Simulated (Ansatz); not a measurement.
Harmonic vibrations of CHBClNO (`O=C=NBCl`) by finite differences.

```yaml
crystal:
  periodic: [false, false, false]
  atoms:
    - {symbol: O, position_ang: [-0.576219, -2.573471, -0.042322]}
    - {symbol: C, position_ang: [-0.208382, -1.485727, 0.108235]}
    - {symbol: N, position_ang: [0.227825, -0.389226, 0.333927]}
    - {symbol: B, position_ang: [0.287335, 0.988072, 0.064977]}
    - {symbol: Cl, position_ang: [-0.690265, 1.696461, -1.203263]}
    - {symbol: H, position_ang: [1.001705, 1.699992, 0.692244]}
basis:
  gaussian: {orbitals: def2-TZVP}
hamiltonian: {xc: pbe0, dispersion: d4}
phonons: {temperatures: {t_min: 298.15, t_max: 900, t_step: 200}}
```

```sh
$ ansatz run in.yaml --threads 2 --pin off --events-out ev --progress --plain
```

Shortened log:

```
Functional definition: PBE0
mean field -17783.43424997 eV, -653.5291546417 hartree, gradient 1.9e-5 eV, S^2 0.000000; 0 other end points of the search recorded, 0 dependent functions left out
mean field -17783.43420805 eV, -653.5291531012 hartree, gradient 1.4e-6 eV, S^2 0.000000; 0 other end points of the search recorded, 0 dependent functions left out
mean field -17783.43420540 eV, -653.5291530036 hartree, gradient 1.3e-6 eV, S^2 0.000000; 0 other end points of the search recorded, 0 dependent functions left out
mean field -17783.43394204 eV, -653.5291433256 hartree, gradient 1.5e-6 eV, S^2 0.000000; 0 other end points of the search recorded, 0 dependent functions left out
mean field -17783.43398200 eV, -653.5291447939 hartree, gradient 1.2e-6 eV, S^2 0.000000; 0 other end points of the search recorded, 0 dependent functions left out
mean field -17783.43423659 eV, -653.5291541501 hartree, gradient 1.3e-6 eV, S^2 0.000000; 0 other end points of the search recorded, 0 dependent functions left out
mean field -17783.43422978 eV, -653.5291538999 hartree, gradient 1.3e-6 eV, S^2 0.000000; 0 other end points of the search recorded, 0 dependent functions left out
mean field -17783.43415083 eV, -653.5291509983 hartree, gradient 1.3e-6 eV, S^2 0.000000; 0 other end points of the search recorded, 0 dependent functions left out
mean field -17783.43415744 eV, -653.5291512411 hartree, gradient 1.4e-6 eV, S^2 0.000000; 0 other end points of the search recorded, 0 dependent functions left out
mean field -17783.43372876 eV, -653.5291354877 hartree, gradient 1.2e-6 eV, S^2 0.000000; 0 other end points of the search recorded, 0 dependent functions left out
mean field -17783.43375202 eV, -653.5291363424 hartree, gradient 1.5e-6 eV, S^2 0.000000; 0 other end points of the search recorded, 0 dependent functions left out
mean field -17783.43420655 eV, -653.5291530462 hartree, gradient 1.3e-6 eV, S^2 0.000000; 0 other end points of the search recorded, 0 dependent functions left out
mean field -17783.43419218 eV, -653.5291525178 hartree, gradient 1.4e-6 eV, S^2 0.000000; 0 other end points of the search recorded, 0 dependent functions left out
mean field -17783.43420486 eV, -653.5291529838 hartree, gradient 1.4e-6 eV, S^2 0.000000; 0 other end points of the search recorded, 0 dependent functions left out
mean field -17783.43420288 eV, -653.5291529112 hartree, gradient 1.3e-6 eV, S^2 0.000000; 0 other end points of the search recorded, 0 dependent functions left out
mean field -17783.43387645 eV, -653.5291409150 hartree, gradient 1.5e-6 eV, S^2 0.000000; 0 other end points of the search recorded, 0 dependent functions left out
mean field -17783.43390326 eV, -653.5291419002 hartree, gradient 1.2e-6 eV, S^2 0.000000; 0 other end points of the search recorded, 0 dependent functions left out
mean field -17783.43422172 eV, -653.5291536036 hartree, gradient 1.4e-6 eV, S^2 0.000000; 0 other end points of the search recorded, 0 dependent functions left out
mean field -17783.43422760 eV, -653.5291538197 hartree, gradient 1.3e-6 eV, S^2 0.000000; 0 other end points of the search recorded, 0 dependent functions left out
mean field -17783.43419304 eV, -653.5291525496 hartree, gradient 1.3e-6 eV, S^2 0.000000; 0 other end points of the search recorded, 0 dependent functions left out
mean field -17783.43416222 eV, -653.5291514170 hartree, gradient 1.3e-6 eV, S^2 0.000000; 0 other end points of the search recorded, 0 dependent functions left out
mean field -17783.43412109 eV, -653.5291499054 hartree, gradient 1.3e-6 eV, S^2 0.000000; 0 other end points of the search recorded, 0 dependent functions left out
mean field -17783.43407665 eV, -653.5291482723 hartree, gradient 1.4e-6 eV, S^2 0.000000; 0 other end points of the search recorded, 0 dependent functions left out
mean field -17783.43418577 eV, -653.5291522826 hartree, gradient 1.4e-6 eV, S^2 0.000000; 0 other end points of the search recorded, 0 dependent functions left out
mean field -17783.43415894 eV, -653.5291512963 hartree, gradient 1.3e-6 eV, S^2 0.000000; 0 other end points of the search recorded, 0 dependent functions left out
mean field -17783.43421104 eV, -653.5291532110 hartree, gradient 1.4e-6 eV, S^2 0.000000; 0 other end points of the search recorded, 0 dependent functions left out
mean field -17783.43424076 eV, -653.5291543032 hartree, gradient 1.3e-6 eV, S^2 0.000000; 0 other end points of the search recorded, 0 dependent functions left out
mean field -17783.43425847 eV, -653.5291549541 hartree, gradient 1.3e-6 eV, S^2 0.000000; 0 other end points of the search recorded, 0 dependent functions left out
mean field -17783.43420300 eV, -653.5291529155 hartree, gradient 1.3e-6 eV, S^2 0.000000; 0 other end points of the search recorded, 0 dependent functions left out
mean field -17783.43418771 eV, -653.5291523538 hartree, gradient 1.3e-6 eV, S^2 0.000000; 0 other end points of the search recorded, 0 dependent functions left out
mean field -17783.43423558 eV, -653.5291541130 hartree, gradient 1.4e-6 eV, S^2 0.000000; 0 other end points of the search recorded, 0 dependent functions left out
mean field -17783.43421878 eV, -653.5291534955 hartree, gradient 1.7e-6 eV, S^2 0.000000; 0 other end points of the search recorded, 0 dependent functions left out
mean field -17783.43421790 eV, -653.5291534630 hartree, gradient 1.3e-6 eV, S^2 0.000000; 0 other end points of the search recorded, 0 dependent functions left out
mean field -17783.43420882 eV, -653.5291531294 hartree, gradient 3.0e-6 eV, S^2 0.000000; 0 other end points of the search recorded, 0 dependent functions left out
mean field -17783.43421867 eV, -653.5291534916 hartree, gradient 1.3e-6 eV, S^2 0.000000; 0 other end points of the search recorded, 0 dependent functions left out
mean field -17783.43422578 eV, -653.5291537528 hartree, gradient 2.7e-6 eV, S^2 0.000000; 0 other end points of the search recorded, 0 dependent functions left out
mean field -17783.43422004 eV, -653.5291535419 hartree, gradient 1.4e-6 eV, S^2 0.000000; 0 other end points of the search recorded, 0 dependent functions left out
Total energy: -17783.53804193 eV, -653.5329689259 hartree
Atom 0 at    -0.576219    -2.573471    -0.042322 Å, force     0.001727     0.001682     0.000527 eV/Å
Atom 1 at    -0.208382    -1.485727     0.108235 Å, force    -0.001112     0.003309     0.001135 eV/Å
Atom 2 at     0.227825    -0.389226     0.333927 Å, force    -0.001580    -0.004103    -0.003753 eV/Å
Atom 3 at     0.287335     0.988072     0.064977 Å, force     0.003852     0.002857     0.004141 eV/Å
Atom 4 at    -0.690265     1.696461    -1.203263 Å, force    -0.003272    -0.001334    -0.003541 eV/Å
Atom 5 at     1.001705     1.699992     0.692244 Å, force     0.000385    -0.002411     0.001492 eV/Å
Dipole moment:     0.089389     0.086772     0.079140 e Å
Vibrations: 58.97 144.20 384.20 630.53 653.72 779.24 829.05 948.65 1149.72 1601.82 2408.42 2695.34 cm⁻¹, zero-point energy 0.761502 eV
```

Hardware: 2 threads of a server CPU on a shared host. Wall time 47 s, peak host memory 0.39 GiB.
